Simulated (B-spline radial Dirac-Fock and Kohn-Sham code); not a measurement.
## Satellites and hypersatellites of the K lines of Mo

System: the Mo atom in the configuration 1s2 2s2 2p6 3s2 3p6 3d10 4s2 4p6 4d4 5s2 (an excited configuration).

The computed values come from an atomic code on a B-spline grid: multi-electron Dirac-Fock with separately optimised hole states, Breit and Lamb-shift corrections added in first order. Each two-hole energy is an average over J within one jj subconfiguration, not an observable level; in light atoms, where LS coupling holds, the j-resolved values are not observed lines, and for a K spectator the Kα1 hypersatellite is nearly forbidden. Electron correlation is not included.

Lines without a spectator: Kα2 (K-L2) 17372.6 eV, Kα1 (K-L3) 17477.6 eV, Kβ3 (K-M2) 19585.4 eV, Kβ1 (K-M3) 19603.1 eV. Shifts in eV with one spectator hole (a dash: not computed, or left out as unreliable):

| spectator hole | Kα2 | Kα1 | Kβ3 | Kβ1 |
| --- | --- | --- | --- | --- |
| L2 (2p1/2) | +48.9 | +60.9 | – | +131.9 |
| L3 (2p3/2) | +50.7 | +49.9 | +120.9 | – |
| M2 (3p1/2) | – | +5.95 | +13.89 | +17.19 |
| M3 (3p3/2) | +4.72 | – | +15.16 | +14.57 |
| M4 (3d3/2) | +0.29 | -1.73 | – | – |
| M5 (3d5/2) | -2.00 | -0.61 | – | – |

Question: Where does the K-L3 hypersatellite lie, emitted when both K electrons are missing?

Answer: +477.3 eV from the normal line, at 17954.8 eV. Removing both K electrons costs 40662.7 eV, which is 640.8 eV more than twice the K binding energy.

With n spectator holes in 2p, averaged over the 2p shell (energies in eV):

```
n     KαLⁿ   step  hypersatellite KαʰLⁿ
0  17442.5      –               17916.4
1  17495.6  +53.0               17970.7
2  17549.7  +54.2               18026.3
3  17605.1  +55.4               18083.0
4  17661.7  +56.6               18140.9
5  17719.4  +57.8               18200.0
```
